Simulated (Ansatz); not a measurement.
Mulliken charges of C$_{3}$H$_{5}$ClSi (`ClCC1=C[SiH2]1`) from ωB97M-V/def2-TZVPP in Ansatz (PBE0-D4/def2-TZVP geometry).

```
atom   x (Å)   y (Å)   z (Å)  charge (e)
 Cl1  -0.565   2.358   1.162      -0.119
  C2  -1.019   0.643   0.960      -0.137
  C3  -0.120  -0.050   0.020      -0.116
  C4  -0.246  -0.904  -0.994      -0.240
 Si5   1.489  -0.500  -0.674       0.261
  H6  -0.957   0.188   1.950       0.141
  H7  -2.057   0.625   0.624       0.137
  H8  -1.072  -1.387  -1.502       0.132
  H9   2.395  -1.456   0.008      -0.033
 H10   2.234   0.432  -1.551      -0.027
```

Question: By hand: the dipole of these point charges (1 e Å = 4.8032 D).

Answer: Σ q r = (-0.029, -0.311, -0.006) e Å, of length 0.312 e Å = 1.50 D.

Question: How does the dipole of the full density compare? (Estimate.)

Answer: Computed: (-0.131, -0.352, -0.032) e Å, 1.81 D; the point charges give 0.83 times that, at 16° from its direction.

Point charges leave out the atoms' own dipoles, such as those of lone pairs, and Mulliken's split depends on the basis, so the two needn't agree.
